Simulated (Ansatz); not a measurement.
Relaxation of C2H4BFOS (10 atoms, charge 0, multiplicity 1), to a largest force component of 0.02 eV/Å in at most 40 steps.

Computed with RKS PBE/STO-3G (Ansatz).

```xyz
10
Properties=species:S:1:pos:R:3:forces:R:3
C -0.218 -0.868 -0.914 -1.43 1.67 -1.35
C -0.191 0.013 0.343 9.32 -1.73 -4.57
S 0.756 -0.594 1.734 2.45 -0.85 0.79
O -1.321 0.533 0.727 -9.85 6.81 2.69
B -0.418 1.558 0.237 2.54 1.34 2.36
F 0.246 2.841 0.490 -3.14 -4.11 -1.10
H 0.768 -0.889 -1.381 0.50 -0.52 -0.13
H -0.930 -0.364 -1.672 0.91 -0.93 0.99
H -0.611 -1.829 -0.629 -0.15 -1.47 -0.28
H 2.002 -0.452 1.069 -1.15 -0.20 0.60
```

Q: Where does it end, and by what steps?

A: The run converged. Limits of this set-up: minimal basis. After 14 steps the energy has fallen by 2.670 eV; H10 moved furthest, 1.12 Å. The start is strongly strained (largest force component 10 eV/Å).

```tsv
step	energy less start (eV)	largest force component (eV/Å)	accepted
0	0.0000	9.847	yes
1	-2.0106	2.931	yes
2	-2.4211	0.760	yes
3	-2.4672	0.363	yes
4	-2.4848	0.687	yes
5	-2.5099	0.921	yes
6	-2.5476	0.823	yes
7	-2.6128	0.320	yes
8	-2.6440	0.261	yes
9	-2.6346	1.103	no
10	-2.6630	0.140	yes
11	-2.6680	0.342	yes
12	-2.6698	0.122	yes
13	-2.6704	0.030	yes
14	-2.6704	0.014	yes
```

```xyz
10
Properties=species:S:1:pos:R:3
C -0.327 -0.855 -1.019
C 0.093 -0.024 0.224
S 1.119 -1.011 1.348
O -1.161 0.708 0.900
B -0.158 1.487 0.353
F 0.135 2.765 0.209
H 0.544 -1.001 -1.688
H -1.117 -0.331 -1.589
H -0.710 -1.855 -0.731
H 1.666 0.067 1.998
```

Whether the end is a true minimum wasn't checked by a vibrational analysis.

Run time: 69 s on 1 thread of Arm Neoverse N1, with other jobs on the host, peak memory 0.16 GiB.
